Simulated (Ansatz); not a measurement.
Ansatz (a program for electronic structure) input for C₂H₅FO₂Si, SMILES C=C[Si](O)(O)F, B3LYP-D3(BJ)/def2-SVP. 

Ansatz 0.2 input:
```yaml
crystal:
  periodic: [false, false, false]
  atoms:
    - {symbol: C, position_ang: [-2.41426664, 0.39257499, 0.42294205]}
    - {symbol: C, position_ang: [-1.30649605, -0.23536257, 0.78560826]}
    - {symbol: Si, position_ang: [0.34862344, -0.07694064, -0.07317342]}
    - {symbol: O, position_ang: [0.43774155, 0.99411790, -1.28657111]}
    - {symbol: O, position_ang: [0.77003941, -1.52886786, -0.62179783]}
    - {symbol: F, position_ang: [1.44585066, 0.41021962, 1.01868218]}
    - {symbol: H, position_ang: [-2.43967022, 1.05744733, -0.42583693]}
    - {symbol: H, position_ang: [-3.34734725, 0.26842115, 0.95033992]}
    - {symbol: H, position_ang: [-1.34725411, -0.89455380, 1.64276342]}
    - {symbol: H, position_ang: [0.36888913, 1.92827431, -1.11238635]}
    - {symbol: H, position_ang: [1.53432667, -1.63967168, -1.18294191]}
basis:
  gaussian:
    orbitals: def2-SVP
hamiltonian:
  xc: b3lyp
  dispersion: d3bj
relax: {f_tol: 0.002, max_steps: 200}
```

It prints:

```
[...]
these checks for a lower state are left out or cut short: starts, cluster_reference, orbital_swaps, neighbouring_geometries, increment
integrals: 0.07 GiB planned
1186 factors; integrals over basis functions are off by at most 3.5e-4 eV
mean field: 0.51 GiB planned
mean field evaluation 64: about -16838.9540 eV, gradient 9.2e-6 eV
mean field -16838.95401490 eV, -618.8201461945 hartree, gradient 9.2e-6 eV, S^2 0.000000; 0 other end points of the search recorded, 0 dependent functions left out
the calculation of the forces begins
reference -16838.95424451 eV, -618.8201546327 hartree; 28, 28 occupied and 85, 85 virtual orbitals, 1186 factors
relax step   8: F+E_penalty+E_count = -16839.35505227 eV  Δ(F+E_penalty+E_count) = +1.333e-4 eV  max|allowed force component| = 5.522e-2 eV/Å  Δτ_max = 0.0165 Å  (30 SCF iters, rejected (line search))
these checks for a lower state are left out or cut short: starts, cluster_reference, orbital_swaps, neighbouring_geometries, increment
integrals: 0.07 GiB planned
1186 factors; integrals over basis functions are off by at most 3.5e-4 eV
mean field: 0.51 GiB planned
mean field -16838.95454795 eV, -618.8201657839 hartree, gradient 2.1e-5 eV, S^2 0.000000; 0 other end points of the search recorded, 0 dependent functions left out
the calculation of the forces begins
reference -16838.95477758 eV, -618.8201742225 hartree; 28, 28 occupied and 85, 85 virtual orbitals, 1186 factors
relax step   9: F+E_penalty+E_count = -16839.35540410 eV  Δ(F+E_penalty+E_count) = -2.185e-4 eV  max|allowed force component| = 3.453e-2 eV/Å  Δτ_max = 0.0082 Å  (23 SCF iters, accepted)
these checks for a lower state are left out or cut short: starts, cluster_reference, orbital_swaps, neighbouring_geometries, increment
integrals: 0.07 GiB planned
1186 factors; integrals over basis functions are off by at most 3.4e-4 eV
mean field: 0.51 GiB planned
mean field -16838.95501219 eV, -618.8201828444 hartree, gradient 9.2e-6 eV, S^2 0.000000; 0 other end points of the search recorded, 0 dependent functions left out
the calculation of the forces begins
reference -16838.95524187 eV, -618.8201912849 hartree; 28, 28 occupied and 85, 85 virtual orbitals, 1186 factors
relax step  10: F+E_penalty+E_count = -16839.35554141 eV  Δ(F+E_penalty+E_count) = -1.373e-4 eV  max|allowed force component| = 1.014e-1 eV/Å  Δτ_max = 0.0595 Å  (29 SCF iters, accepted)
these checks for a lower state are left out or cut short: starts, cluster_reference, orbital_swaps, neighbouring_geometries, increment
integrals: 0.07 GiB planned
1186 factors; integrals over basis functions are off by at most 3.4e-4 eV
mean field: 0.51 GiB planned
mean field -16838.95331122 eV, -618.8201203349 hartree, gradient 9.0e-6 eV, S^2 0.000000; 0 other end points of the search recorded, 0 dependent functions left out
the calculation of the forces begins
reference -16838.95354052 eV, -618.8201287614 hartree; 28, 28 occupied and 85, 85 virtual orbitals, 1186 factors
relax step  11: F+E_penalty+E_count = -16839.35380228 eV  Δ(F+E_penalty+E_count) = +1.739e-3 eV  max|allowed force component| = 2.012e-1 eV/Å  Δτ_max = 0.0286 Å  (29 SCF iters, rejected (line search))
these checks for a lower state are left out or cut short: starts, cluster_reference, orbital_swaps, neighbouring_geometries, increment
integrals: 0.07 GiB planned
1186 factors; integrals over basis functions are off by at most 3.4e-4 eV
mean field: 0.51 GiB planned
mean field -16838.95520128 eV, -618.8201897934 hartree, gradient 9.0e-6 eV, S^2 0.000000; 0 other end points of the search recorded, 0 dependent functions left out
the calculation of the forces begins
reference -16838.95543079 eV, -618.8201982277 hartree; 28, 28 occupied and 85, 85 virtual orbitals, 1186 factors
relax step  12: F+E_penalty+E_count = -16839.35587521 eV  Δ(F+E_penalty+E_count) = -3.338e-4 eV  max|allowed force component| = 3.625e-2 eV/Å  Δτ_max = 0.0136 Å  (30 SCF iters, accepted)
these checks for a lower state are left out or cut short: starts, cluster_reference, orbital_swaps, neighbouring_geometries, increment
integrals: 0.07 GiB planned
1186 factors; integrals over basis functions are off by at most 3.4e-4 eV
mean field: 0.51 GiB planned
mean field evaluation 96: about -16838.9555 eV, gradient 2.7e-5 eV
mean field -16838.95546028 eV, -618.8201993114 hartree, gradient 9.3e-6 eV, S^2 0.000000; 0 other end points of the search recorded, 0 dependent functions left out
the calculation of the forces begins
reference -16838.95568954 eV, -618.8202077364 hartree; 28, 28 occupied and 85, 85 virtual orbitals, 1186 factors
relax step  13: F+E_penalty+E_count = -16839.35616243 eV  Δ(F+E_penalty+E_count) = -2.872e-4 eV  max|allowed force component| = 7.757e-3 eV/Å  Δτ_max = 0.0254 Å  (29 SCF iters, accepted)
these checks for a lower state are left out or cut short: starts, cluster_reference, orbital_swaps, neighbouring_geometries, increment
integrals: 0.07 GiB planned
1186 factors; integrals over basis functions are off by at most 3.4e-4 eV
mean field: 0.51 GiB planned
mean field -16838.95568594 eV, -618.8202076043 hartree, gradient 9.0e-6 eV, S^2 0.000000; 0 other end points of the search recorded, 0 dependent functions left out
the calculation of the forces begins
reference -16838.95591517 eV, -618.8202160282 hartree; 28, 28 occupied and 85, 85 virtual orbitals, 1186 factors
relax step  14: F+E_penalty+E_count = -16839.35621813 eV  Δ(F+E_penalty+E_count) = -5.570e-5 eV  max|allowed force component| = 7.889e-3 eV/Å  Δτ_max = 0.0126 Å  (30 SCF iters, accepted)
these checks for a lower state are left out or cut short: starts, cluster_reference, orbital_swaps, neighbouring_geometries, increment
integrals: 0.07 GiB planned
1186 factors; integrals over basis functions are off by at most 3.4e-4 eV
mean field: 0.51 GiB planned
mean field -16838.95575887 eV, -618.8202102843 hartree, gradient 9.7e-6 eV, S^2 0.000000; 0 other end points of the search recorded, 0 dependent functions left out
the calculation of the forces begins
reference -16838.95598803 eV, -618.8202187057 hartree; 28, 28 occupied and 85, 85 virtual orbitals, 1186 factors
relax step  15: F+E_penalty+E_count = -16839.35623297 eV  Δ(F+E_penalty+E_count) = -1.484e-5 eV  max|allowed force component| = 1.499e-2 eV/Å  Δτ_max = 0.0082 Å  (23 SCF iters, accepted)
these checks for a lower state are left out or cut short: starts, cluster_reference, orbital_swaps, neighbouring_geometries, increment
integrals: 0.07 GiB planned
1186 factors; integrals over basis functions are off by at most 3.4e-4 eV
mean field: 0.51 GiB planned
mean field -16838.95577846 eV, -618.8202110041 hartree, gradient 1.2e-5 eV, S^2 0.000000; 0 other end points of the search recorded, 0 dependent functions left out
the calculation of the forces begins
reference -16838.95600757 eV, -618.8202194239 hartree; 28, 28 occupied and 85, 85 virtual orbitals, 1186 factors
relax step  16: F+E_penalty+E_count = -16839.35623902 eV  Δ(F+E_penalty+E_count) = -6.050e-6 eV  max|allowed force component| = 9.759e-3 eV/Å  Δτ_max = 0.0034 Å  (22 SCF iters, accepted)
these checks for a lower state are left out or cut short: starts, cluster_reference, orbital_swaps, neighbouring_geometries, increment
integrals: 0.07 GiB planned
1186 factors; integrals over basis functions are off by at most 3.4e-4 eV
mean field: 0.51 GiB planned
mean field -16838.95578733 eV, -618.8202113303 hartree, gradient 8.1e-6 eV, S^2 0.000000; 0 other end points of the search recorded, 0 dependent functions left out
the calculation of the forces begins
reference -16838.95601637 eV, -618.8202197474 hartree; 28, 28 occupied and 85, 85 virtual orbitals, 1186 factors
relax step  17: F+E_penalty+E_count = -16839.35623759 eV  Δ(F+E_penalty+E_count) = +1.424e-6 eV  max|allowed force component| = 7.700e-3 eV/Å  Δτ_max = 0.0068 Å  (23 SCF iters, rejected (line search))
these checks for a lower state are left out or cut short: starts, cluster_reference, orbital_swaps, neighbouring_geometries, increment
integrals: 0.07 GiB planned
1186 factors; integrals over basis functions are off by at most 3.4e-4 eV
mean field: 0.51 GiB planned
mean field evaluation 128: about -16838.9558 eV, gradient 6.7e-5 eV
mean field -16838.95576502 eV, -618.8202105103 hartree, gradient 6.7e-5 eV, S^2 0.000000; 0 other end points of the search recorded, 0 dependent functions left out
the calculation of the forces begins
reference -16838.95599408 eV, -618.8202189281 hartree; 28, 28 occupied and 85, 85 virtual orbitals, 1186 factors
relax step  18: F+E_penalty+E_count = -16839.35624173 eV  Δ(F+E_penalty+E_count) = -2.712e-6 eV  max|allowed force component| = 4.912e-3 eV/Å  Δτ_max = 0.0034 Å  (19 SCF iters, accepted)
these checks for a lower state are left out or cut short: starts, cluster_reference, orbital_swaps, neighbouring_geometries, increment
integrals: 0.07 GiB planned
1186 factors; integrals over basis functions are off by at most 3.4e-4 eV
mean field: 0.51 GiB planned
mean field -16838.95576881 eV, -618.8202106496 hartree, gradient 4.2e-5 eV, S^2 0.000000; 0 other end points of the search recorded, 0 dependent functions left out
the calculation of the forces begins
reference -16838.95599785 eV, -618.8202190666 hartree; 28, 28 occupied and 85, 85 virtual orbitals, 1186 factors
relax step  19: F+E_penalty+E_count = -16839.35624165 eV  Δ(F+E_penalty+E_count) = +7.817e-8 eV  max|allowed force component| = 7.758e-3 eV/Å  Δτ_max = 0.0019 Å  (20 SCF iters, rejected (line search))
these checks for a lower state are left out or cut short: starts, cluster_reference, orbital_swaps, neighbouring_geometries, increment
integrals: 0.07 GiB planned
1186 factors; integrals over basis functions are off by at most 3.4e-4 eV
mean field: 0.51 GiB planned
mean field -16838.95578953 eV, -618.8202114109 hartree, gradient 2.6e-5 eV, S^2 0.000000; 0 other end points of the search recorded, 0 dependent functions left out
the calculation of the forces begins
reference -16838.95601859 eV, -618.8202198288 hartree; 28, 28 occupied and 85, 85 virtual orbitals, 1186 factors
relax step  20: F+E_penalty+E_count = -16839.35624480 eV  Δ(F+E_penalty+E_count) = -3.072e-6 eV  max|allowed force component| = 1.034e-3 eV/Å  Δτ_max = 0.0009 Å  (19 SCF iters, accepted)
integrals: 0.07 GiB planned
1186 factors; integrals over basis functions are off by at most 3.4e-4 eV
mean field: 0.51 GiB planned
mean field -16838.95578953 eV, -618.8202114109 hartree, gradient 2.6e-5 eV, S^2 0.000000; 1 other end points of the search recorded, 0 dependent functions left out
the calculation of the forces begins
reference -16838.95601859 eV, -618.8202198288 hartree; 28, 28 occupied and 85, 85 virtual orbitals, 1186 factors
Total energy: -16839.35647386 eV, -618.8349362887 hartree
Atom 0 at    -2.384194     0.400751     0.415486 Å, force     0.001015     0.000043    -0.000081 eV/Å
Atom 1 at    -1.297408    -0.272138     0.817727 Å, force     0.000616    -0.000174     0.000513 eV/Å
Atom 2 at     0.319537    -0.097433    -0.051525 Å, force    -0.000279    -0.001034    -0.000547 eV/Å
Atom 3 at     0.262319     0.986828    -1.302160 Å, force     0.000080     0.000443     0.000111 eV/Å
Atom 4 at     0.788791    -1.565975    -0.623177 Å, force     0.000650     0.000029     0.000132 eV/Å
Atom 5 at     1.434614     0.462725     0.998187 Å, force    -0.000359    -0.000010    -0.000037 eV/Å
Atom 6 at    -2.348203     1.072052    -0.449379 Å, force    -0.000578     0.000428    -0.000322 eV/Å
Atom 7 at    -3.351491     0.308654     0.921639 Å, force    -0.000238    -0.000075     0.000013 eV/Å
Atom 8 at    -1.377370    -0.940146     1.684405 Å, force    -0.000338    -0.000066     0.000166 eV/Å
Atom 9 at     0.444764     1.909519    -1.089956 Å, force     0.000005     0.000175    -0.000205 eV/Å
Atom 10 at     1.559078    -1.589178    -1.203618 Å, force    -0.000574     0.000241     0.000258 eV/Å
Dipole moment:    -0.058704     0.235734    -0.111137 e Å
```

The run converged.
